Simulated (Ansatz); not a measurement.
## A relaxation, step by step

GeAsH7 (SMILES [GeH4].[AsH3]), singlet, PBE0-D4/def2-TZVP (Ansatz 0.2.0). Settings:

```yaml
hamiltonian: {xc: pbe0, dispersion: d4}
relax: {f_tol: 0.005, max_steps: 200}
```

Start (the SMILES describes the start alone):

Ge1  (-0.133, 0.099, -1.758)
H2  (0.478, -1.254, -1.314)
H3  (0.848, 1.247, -1.416)
H4  (-1.471, 0.328, -1.013)
H5  (-0.389, 0.077, -3.286)
As6  (-0.282, 0.234, 2.509)
H7  (0.885, -0.496, 3.200)
H8  (-0.598, -1.012, 1.659)
H9  (0.661, 0.776, 1.418)
(Å)

```
step  energy less the last (meV)  largest force component (eV/Å)
   1                        19.9                           0.425
   2                         2.9                           0.044
   3                         2.5                           0.015
   4                         2.2                           0.003
   5                         2.1                           0.033
   6                         2.0                           0.018
   7                         1.8                           0.005
   8                         1.6                           0.089
   9                         1.3                           0.073
  10                         1.0                           0.003
  11                         0.8                           0.041
  12                         0.6                           0.039
  13                         0.5                           0.028
  14                         0.3                           0.018
  15                         0.2                           0.041
  16                         0.2                           0.030
  17                         0.1                           0.017
  18                         0.0                           0.006
  19                         0.0                           0.004
```

Step 2, positions (Å) and forces (eV/Å):

```
atom       x       y       z      Fx      Fy      Fz
 Ge1  -0.133   0.099  -1.769   0.004  -0.001  -0.002
  H2   0.473  -1.241  -1.329  -0.012   0.022  -0.008
  H3   0.840   1.238  -1.430  -0.015  -0.018  -0.007
  H4  -1.461   0.328  -1.030   0.020  -0.003  -0.009
  H5  -0.389   0.077  -3.283   0.003   0.000   0.025
 As6  -0.269   0.222   2.513   0.038  -0.030  -0.023
  H7   0.881  -0.492   3.214  -0.038   0.019  -0.033
  H8  -0.600  -1.009   1.676   0.030   0.044   0.023
  H9   0.658   0.778   1.438  -0.031  -0.033   0.034
```

Step 12, positions (Å) and forces (eV/Å):

| atom | x | y | z | Fx | Fy | Fz |
| --- | --- | --- | --- | --- | --- | --- |
| Ge1 | -0.139 | 0.103 | -1.779 | -0.001 | 0.002 | -0.008 |
| H2 | 0.376 | -1.291 | -1.397 | -0.003 | 0.007 | -0.003 |
| H3 | 0.948 | 1.148 | -1.488 | -0.006 | -0.007 | -0.002 |
| H4 | -1.392 | 0.429 | -0.953 | 0.007 | -0.003 | -0.003 |
| H5 | -0.490 | 0.131 | -3.273 | 0.003 | 0.000 | 0.015 |
| As6 | -0.363 | 0.139 | 2.432 | 0.039 | -0.018 | -0.016 |
| H7 | 0.760 | -0.334 | 3.347 | -0.025 | 0.006 | -0.020 |
| H8 | -0.319 | -1.149 | 1.620 | -0.001 | 0.014 | 0.019 |
| H9 | 0.621 | 0.823 | 1.492 | -0.013 | -0.001 | 0.016 |

Step 17, positions (Å) and forces (eV/Å):

```csv
atom,x,y,z,Fx,Fy,Fz
Ge1,-0.143,0.096,-1.790,-0.001,-0.003,0.000
H2,0.353,-1.322,-1.477,0.000,0.001,0.001
H3,0.977,1.105,-1.502,-0.002,0.000,-0.001
H4,-1.358,0.417,-0.909,0.002,0.001,-0.001
H5,-0.547,0.185,-3.268,0.000,0.002,0.001
As6,-0.385,0.132,2.384,0.011,-0.017,-0.001
H7,0.657,-0.275,3.417,-0.009,0.007,-0.014
H8,-0.213,-1.172,1.618,-0.002,0.012,0.008
H9,0.659,0.834,1.527,0.000,-0.002,0.007
```

Last step (19):

```
9
angstrom
Ge -0.1416 0.0935 -1.7936
H 0.3549 -1.3259 -1.4896
H 0.9852 1.0991 -1.5225
H -1.3412 0.4180 -0.8919
H -0.5691 0.1854 -3.2644
As -0.3919 0.1289 2.3775
H 0.6312 -0.2762 3.4294
H -0.1929 -1.1677 1.6060
H 0.6654 0.8450 1.5491
```

Hardware: 4 CPU threads of an AMD EPYC 7R43, shared host. Wall time about 35 s.
